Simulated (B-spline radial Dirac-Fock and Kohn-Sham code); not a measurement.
# 5d5/2 photoionisation of Re⁴⁺ near threshold

System: Re⁴⁺ in the configuration 1s2 2s2 2p6 3s2 3p6 3d10 4s2 4p6 4d10 4f14 5s2 5p6 5d3. The computed 5d5/2 threshold is 51.01 eV; without correlation, outer thresholds are uncertain by 1 to 2 eV. With an open shell the threshold is an average over the terms of the final ion.

Input of the calculation (task.json; shells as n, l, electrons):

```json
{"items": [{
  "Z": 75,
  "q": 4,
  "cfg": [[1, 0, 2], [2, 0, 2], [2, 1, 6], [3, 0, 2], [3, 1, 6], [3, 2, 10], [4, 0, 2], [4, 1, 6], [4, 2, 10], [4, 3, 14], [5, 0, 2], [5, 1, 6], [5, 2, 3]],
  "A": 187,
  "rrms": 5.3698,
  "do": ["binding", "quiet", "photo", "scan"],
  "hv": [21.22, 62.7, 97.8, 100, 129.0, 200, 252.0, 273.0, 298.0, 955.0, 4000, 6000, 9251.7, 16700.0, 17479.3, 100000]
}]}
```

Command: `python xray_run.py task.json out`

These are calculated numbers from a radial finite-basis atomic code; the model is independent-particle photoionisation in a Dirac-Hartree-Slater potential with a Latter tail, all multipoles, thresholds from Dirac-Fock ΔSCF. Interchannel coupling and autoionising resonances are not included, so magnitudes near threshold are approximate.

Question: How do σ and β run from threshold to 400 eV kinetic energy?

Answer: The cross section has a minimum of 0.018 Mb near 164 eV kinetic energy, a Cooper minimum, where a dipole matrix element changes sign; it needs a radial node in the bound orbital. It is largest at the lowest energy, 3.08 Mb. β ranges from -0.63 (at 163.6 eV) to 1.98.

```
kinetic energy (eV)  σ (Mb)      β
                1.5    3.08   0.65
                1.9    3.01   0.68
                2.3    2.92   0.71
                2.9    2.82   0.75
                3.7    2.70   0.80
                4.6    2.55   0.85
                5.7    2.38   0.91
                7.2    2.19   0.98
                9.0    1.96   1.05
               11.2    1.72   1.14
               14.0    1.46   1.23
               17.5    1.19   1.34
               21.9   0.932   1.45
               27.4   0.690   1.58
               34.2   0.479   1.72
               42.8   0.309   1.85
               53.5   0.183   1.96
               66.9  0.0994   1.98
               83.7  0.0505   1.70
              104.7  0.0272   0.84
              130.9  0.0191  -0.26
              163.6  0.0179  -0.63
              204.6  0.0187  -0.40
              255.8  0.0195  -0.03
              319.9  0.0196   0.32
              400.0  0.0189   0.62
```
